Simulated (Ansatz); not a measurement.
Reaction: BN2H4F (SMILES FB(N)N) → BN2H4 (SMILES [B](N)N, doublet) + F (doublet) (the B-F bond breaks)
Each species at its own B3LYP-D3(BJ)/def2-TZVP minimum (Ansatz, a first-principles code), one conformer.

Total energies in hartree (Ansatz). Radicals and triplets start from unrestricted determinants; spin-orbit coupling is neglected. Correlated methods leave the cores frozen. No relativity.

```csv
species,HF/cc-pVTZ,CCSD(T)/cc-pVTZ,HF/cc-pVQZ,CCSD(T)/cc-pVQZ,CCSD(T)/cc-pVDZ,CCSDT(Q)/cc-pVDZ
1: BN2H4F (SMILES NB(N)F),-235.60476,-236.42551,-235.62376,-236.50174,-236.16866,-236.17066
"2: BN2H4 (SMILES N[B]N, doublet)",-135.99060,-136.53718,-136.00141,-136.58033,-136.38862,-136.39031
3: F (doublet),-99.40552,-99.62036,-99.41377,-99.65026,-99.52757,-99.52776
```

**Question.** Work out the bond dissociation energy (electronic) in kcal/mol: take Hartree-Fock from cc-pVQZ, extrapolate the CCSD(T) correlation energy as X^-3 (X = 3, 4), and add CCSDT(Q) - CCSD(T) in cc-pVDZ. 1 hartree = 627.51 kcal/mol.

**Answer.** 
Species 1: correlation (64·(-0.87798) - 27·(-0.82075))/37 = -0.91974; step -0.00200; E1 = -235.62376 + (-0.91974) + (-0.00200) = -236.54550
Species 2: correlation (64·(-0.57892) - 27·(-0.54658))/37 = -0.60252; step -0.00169; E2 = -136.00141 + (-0.60252) + (-0.00169) = -136.60562
Species 3: correlation (64·(-0.23649) - 27·(-0.21484))/37 = -0.25229; step -0.00019; E3 = -99.41377 + (-0.25229) + (-0.00019) = -99.66625
-1·E1 +1·E2 +1·E3 = 0.27363 hartree = 171.7 kcal/mol.
